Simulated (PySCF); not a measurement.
## Electron correlation in F³⁺ (fluorine, charge +3)

[He] 2s2 2p2, high-spin 3P determinant. Calculation: PySCF 2.14, in 6-31G*; no relativity, point nucleus. Frozen: 1s2; 4 electrons correlated.

MP2 pair energies summed by pair of shells (mhartree):

| pair | energy | share (%) |
| --- | --- | --- |
| 2s-2p | -19.99 | 50.3 |
| 2s-2s | -17.73 | 44.6 |
| 2p-2p | -2.06 | 5.2 |

Total MP2 correlation energy: -39.78 mhartree.

Same-spin part -4.13 and opposite-spin part -35.65 mhartree; SCS-MP2 scales them by 1/3 and 6/5 to -44.16 mhartree.

| level | correlation energy (mhartree) |
| --- | --- |
| CCSD | -60.70 |
| (T) | -0.28 |
| CCSD(T) | -60.98 |

Diagnostics: T1 = 0.0035, D1 = 0.0066, largest double amplitude 0.127.

Cost of the coupled-cluster step: 0.11 s of wall time on 1 thread of Neoverse-N1 (shared host), for 4 correlated electrons.
